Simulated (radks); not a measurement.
The numbers below are computed, except where a source is named.
Question: The mean radii <r> (bohr) of the occupied orbitals of an atom or ion are listed with their occupations. Level of theory: scalar-relativistic Kohn-Sham, PBE, spin-polarised, spherical densities, finite nucleus; Fermi nuclear charge, rms radius of each element as measured or else 0.836 A^(1/3) + 0.57 fm (a radial shooting solver on a logarithmic mesh with Libxc functionals).

orbital  occ.     <r>
1s up       1  0.2523
2s up       1   1.099

Name the element and its charge. Open shells, if any, are filled with parallel spins first.

Answer: Z = 6, carbon, charge +4: C4+ in 1s1 2s1. The 1s radius gives Z: for a bare nucleus <r> = (2 gamma + 1)/(2Z) with gamma = sqrt(1 - (Z/c)^2), 0.2498 bohr for Z = 6, and screening makes it slightly larger (0.2523 here). The occupations add up to 2, and the charge is Z minus that.
